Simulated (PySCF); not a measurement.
C₆ coefficients of unlike pairs at UHF

Calculated with PySCF 2.14 from the dipole response of each species, C₆(A,B) = (3/π) ∫ α_A(iu) α_B(iu) du, in atomic units, from isotropic polarisabilities. For ions this is the dispersion term alone; charge-induced terms of lower order in 1/R come first.

```tsv
species	configuration	basis	relativity	α (bohr³)	C₆ (like pair)
Ag²⁺	[Kr] 4d9 (2D)	aug-cc-pVDZ-PP with ECP28MDF (5s5p4d2f)	core potential	5.082	25.49
Sc⁺	[Ar] 3d1 4s1 (3D)	def2-QZVPPD (11s6p5d3f2g)	none	78.25	581.1
Ni³⁺	[Ar] 3d7 (4F)	def2-QZVPPD (11s6p5d4f2g)	none	1.473	3.406
Cu³⁺	[Ar] 3d8 (3F)	dyall-av2z (16s12p7d2f)	none	1.290	2.735
```

Task: Estimate C₆ for Ni³⁺ with Ag²⁺.

Result: The integral gives 9.111. The combination rule 2 C_A C_B / (C_A α_B/α_A + C_B α_A/α_B) gives 9.072 and the geometric mean 9.318.

No spin-orbit coupling is included.

The other pairs:

| pair | C₆ |
| --- | --- |
| Cu³⁺, Sc⁺ | 21.20 |
| Cu³⁺, Ni³⁺ | 3.048 |
| Cu³⁺, Ag²⁺ | 8.101 |
| Ni³⁺, Sc⁺ | 24.09 |
| Sc⁺, Ag²⁺ | 77.31 |
